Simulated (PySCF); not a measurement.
A structure optimised at PBE-D3(BJ)/def2-SVP, used in a PySCF frequency run:

```xyz
9

N      0.8659     2.1405     0.0000
Si    -0.5388     1.1308     0.0000
N     -0.2355    -0.5890     0.0000
C      0.0480    -1.7640     0.0000
O      0.3219    -2.9161     0.0000
H      1.4481     2.1894     0.8399
H      1.4481     2.1894    -0.8399
H     -1.3144     1.4215    -1.2473
H     -1.3144     1.4215     1.2473
```
Charge 0, spin multiplicity 1.

### Question
Write its SMILES, formula and point group.

### Answer
N[SiH2]N=C=O, CH₄N₂OSi, Cs

### Question
What are its rotational constants (standard atomic weights)?

### Answer
15.150, 1.7066, 1.5775 GHz
